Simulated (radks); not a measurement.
Results of a calculation; reference values are marked as such.
Question: Cs44+, configuration [Ne] 3s1. Level of theory: non-relativistic Kohn-Sham, LDA (Slater exchange, Perdew-Wang correlation), spin-unpolarised, spherical densities, point nucleus; relativity is left out, which matters for an element this heavy (a radial shooting solver on a logarithmic mesh with Libxc functionals). Some entries of the table are withheld. Estimate them.

| orbital | occ. | eigenvalue (hartree) | <r> (bohr) |
|---|---|---|---|
| 1s | 2 | -1365.036 | 0.02763 |
| 2s | 2 | -293.3704 | 0.1165 |
| 2p | 6 | -284.0027 | (1) |
| 3s | 1 | -121.7434 | (2) |
| 3p | 0 | -118.4904 | 0.2602 |
| 4s | 0 | -66.20084 | 0.5007 |

Answer: 
(1) 2p <r> (bohr): 0.09888
(2) 3s <r> (bohr): 0.2748
